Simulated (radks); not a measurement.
Results of a calculation; reference values are marked as such.
La27+, configuration [Ar] 3d10 4s2.

Level of theory: Dirac Kohn-Sham, LB94 model potential, spin-unpolarised, spherical densities, finite nucleus; Fermi nuclear charge, rms radius 4.855 fm (a radial shooting solver on a logarithmic mesh with Libxc functionals).

Energy parts (hartree):
part                   energy
kinetic             8746.0087
electron-nucleus  -18779.2249
Hartree             2070.1370
(The LB94 potential has no energy functional, so no total or exchange-correlation energy is given.)

Orbitals (lengths in bohr, moments of r in powers of bohr; r(max) is where P^2 peaks; r(90%) holds 90 % of the orbital's charge):
| orbital | occ. | eigenvalue (hartree) | r(90%) | r(max) |
|---|---|---|---|---|
| 1s1/2 | 2 | -1462.924 | 0.0451 | 0.01607 |
| 2s1/2 | 2 | -261.0858 | 0.165 | 0.09091 |
| 2p1/2 | 2 | -248.5744 | 0.147 | 0.06927 |
| 2p3/2 | 4 | -233.1700 | 0.155 | 0.07446 |
| 3s1/2 | 2 | -80.18765 | 0.412 | 0.2587 |
| 3p1/2 | 2 | -74.87414 | 0.404 | 0.2448 |
| 3p3/2 | 4 | -71.78747 | 0.420 | 0.2559 |
| 3d3/2 | 4 | -62.54949 | 0.391 | 0.2043 |
| 3d5/2 | 6 | -61.87064 | 0.396 | 0.2074 |
| 4s1/2 | 2 | -37.11138 | 0.816 | 0.5643 |
| 4p1/2 | 0 | -35.00126 | 0.826 | 0.5645 |
| 4p3/2 | 0 | -34.05066 | 0.849 | 0.5827 |
| 5s1/2 | 0 | -21.61242 | 1.36 | 1.013 |

The highest occupied level is 4s1/2 at -1009.9 eV. The density falls to 0.001 e/bohr^3 at r = 1.27 bohr.
